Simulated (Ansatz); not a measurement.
Reaction (ligand exchange at a Zn–N bond): `[CH3][Zn][N](C)C` + `FC(F)(F)[SeH]` → `[CH3][Zn][Se]C(F)(F)F` + `CNC`

Gas-phase electronic energies from Ansatz, PBE0-D4/def2-TZVP geometries. CCSD(T)/CBS adds triple-zeta CCSD(T) − MP2 to the extrapolated MP2 energy (def2 sets, frozen cores). DFT in def2-TZVPP. For Se, Zn outer-core shells are correlated without core-valence functions, which leaves a few kJ/mol of doubt a bond. Scalar relativity is left out up to krypton. Each species was taken in one conformer, which may not be the lowest.

`[CH3][Zn][N](C)C`:

Cartesian coordinates in Å:
```
C 0.480 0.608 2.918
Zn 0.174 0.219 1.056
N -0.116 -0.145 -0.702
C -1.278 -0.826 -1.200
C 0.795 0.210 -1.754
H 0.821 1.637 3.049
H 1.233 -0.060 3.341
H -0.443 0.484 3.491
H -1.019 -1.762 -1.723
H -1.965 -1.089 -0.391
H -1.844 -0.209 -1.919
H 1.158 -0.674 -2.304
H 0.329 0.877 -2.499
H 1.675 0.730 -1.362
```

`FC(F)(F)[SeH]`:

```xyz
6

F     0.527    0.005    1.634
C     0.355   -0.084    0.316
F     0.589   -1.342   -0.050
F     1.273    0.676   -0.276
Se   -1.473    0.488   -0.095
H    -1.271    0.257   -1.530
```

`[CH3][Zn][Se]C(F)(F)F`:

Cartesian coordinates in Å:
```
C 1.932 0.962 -1.146
Zn 0.858 0.286 0.314
Se -0.376 -0.514 2.111
C -1.918 -0.924 0.976
F -2.911 -0.051 1.142
F -2.405 -2.132 1.241
F -1.601 -0.903 -0.338
H 1.776 2.035 -1.269
H 2.992 0.782 -0.956
H 1.655 0.459 -2.075
```

`CNC`:

```xyz
10

C    -1.031    0.616   -0.134
N     0.205    0.369    0.571
C     0.901   -0.801    0.087
H    -1.489    1.539    0.227
H    -1.733   -0.200    0.065
H    -0.917    0.691   -1.229
H     0.807    1.179    0.501
H     0.303   -1.693    0.299
H     1.853   -0.912    0.610
H     1.100   -0.788   -0.998
```

| level | ΔE (kJ/mol) |
| --- | --- |
| r2SCANh-D4 | -114.8 |
| LC-ωPBE | -111.1 |
| RPA@PBE/def2-TZVPP | -98.9 |
| CCSD/def2-SVP | -114.7 |

Q: What does CCSD(T)/CBS give? (Best estimate.)

A: Computed: -116.2 kJ/mol. The listed levels differ from it by 1.4, 5.1, 17.3, 1.5 kJ/mol.

Largest T1 diagnostic among the species: 0.014.

At CCSD(T), def2-SVP lies +3.8 kJ/mol from the extrapolated value and def2-TZVPP +8.9 kJ/mol. From BLYP to BHLYP (50 % exact exchange), in def2-TZVPP and without D4, ΔE moves by −18.0 kJ/mol. In def2-TZVPP, CCSD(T) changes the Hartree–Fock value by +31.0 kJ/mol (the triples alone add +3.5 kJ/mol) and MP2 by +33.3 kJ/mol.
